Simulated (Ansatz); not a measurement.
Energy needed to pull apart InH$_{3}$Se (SMILES [SeH][InH2]), singlet, into free ground-state atoms, from the structure below (displaced at random from its PBE0-D4/def2-TZVP minimum); no zero-point or spin–orbit terms; open-shell atoms are treated unrestricted, in their ground-state multiplicity.

```csv
atom,x (Å),y (Å),z (Å)
Se1,1.1041,-1.0971,0.9977
In2,-0.1377,0.6135,-0.3976
H3,0.2146,-2.0284,0.8630
H4,-1.6519,0.1399,-1.0991
H5,0.6335,2.2300,-0.5360
```

Ansatz 0.2.0; basis: def2-TZVPP; cores frozen in the correlated methods. Filled d shells of the heavier atoms are correlated. Core potentials replace the inner electrons of the atoms past krypton. The def2 sets are not built for correlating such inner shells, so the correlated values are less sure here.

```
   method  atomization energy (kcal/mol)
   PBE-D4                              ?
r2SCAN-D4                          245.0
  PBE0-D4                              ?
  wB97M-V                          243.4
       HF                          167.8
      MP2                          233.5
     CCSD                          236.5
  CCSD(T)                          240.2
```

Task: What does PBE-D4 give? (Judge from chemistry; the value comes from the calculation.)

Result: By the calculation: 239.8 kcal/mol, which is about 0.4 kcal/mol less than CCSD(T)/def2-TZVPP.

Task: What does PBE0-D4 give? (Judge from chemistry; the value comes from the calculation.)

Result: Computed: 239.3 kcal/mol, which is about 0.9 kcal/mol less than CCSD(T)/def2-TZVPP.

In triple zeta the MP2 and coupled-cluster atomization energies are still short of their basis limit by a few kcal/mol a bond, whereas those of the functionals are nearly converged, so these differences are not deviations from converged CCSD(T).

No T1 diagnostic of these runs exceeds 0.013.

For scale, one of the runs: CCSD(T)/def2-TZVPP forces, 140 basis functions (an equivalent command: `ansatz run in.yaml --threads 2`). Time: 4.8 min of wall clock on 2 CPU threads; the host was shared. Peak host memory: 1.4 GiB.
